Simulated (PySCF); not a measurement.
CH₃Se, SMILES [Se]C, multiplicity 2. The structure is a stationary point at PBE-D3(BJ)/def2-TZVP. The isomer is the one that the SMILES or the coordinates give; other isomers of the formula were not compared.

Method: PBE-D3(BJ)/def2-TZVP in PySCF.

Harmonic wavenumbers (cm⁻¹): 486, 590, 788, 1241, 1303, 1410, 2972, 3054, 3072. Rotational constants (GHz): 155.9, 9.442, 9.430; symmetry number 1.

Work out the zero-point energy and the ideal-gas rigid-rotor harmonic-oscillator thermochemistry at 298.15 K and 1 atm.

ZPE = ½ Σ hcν = ½ × 14917 cm⁻¹ = 21.32 kcal/mol. H − E(el) = 24.02 kcal/mol. Entropy in cal/(mol K): translation 39.53, rotation 20.68, vibration 1.46, spin 1.38, total 63.04. G − E(el) = 5.22 kcal/mol. Cp = 11.38 cal/(mol K).
